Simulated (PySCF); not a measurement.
PySCF input file for Be₂F₂, SMILES [F][Be][Be][F], PBE/pcSseg-2. Coordinates come from a PBE0-D3(BJ)/def2-TZVP optimisation. The values are those of a single conformer.

```python
import numpy as np
from pyscf import gto, scf, dft
from pyscf.prop.nmr import rks as nmr

mol = gto.M(
    atom='''
    F     0.00000000    0.00000000   -2.39698862
    Be    0.00000000    0.00000000   -1.02624739
    Be    0.00000000    0.00000000    1.02624739
    F     0.00000000    0.00000000    2.39698862
    ''',
    basis='pcSseg-2',
    charge=0,
    spin=0,
    max_memory=1600,
    verbose=3,
)
mf = dft.RKS(mol, xc='pbe')
mf.grids.level = 3
mf.conv_tol = 1e-10
mf.max_cycle = 100
mf.kernel()
n = nmr.NMR(mf)
n.verbose = 2
n.max_cycle_cphf = 60
sigma = n.kernel()
print('atom   isotropic/ppm   span/ppm')
for i, s in enumerate(sigma):
    w = np.linalg.eigvalsh((s + s.T) / 2)
    print(f'{mol.atom_symbol(i):2s}{i + 1:3d} {w.mean():14.3f} {w[2] - w[0]:11.3f}')
```

It prints:

```
converged SCF energy = -229.177830456647
atom   isotropic/ppm   span/ppm
F   1        260.006     334.037
Be  2         99.429      90.680
Be  3         99.429      90.680
F   4        260.006     334.037
```

The calculation finished and met its thresholds.
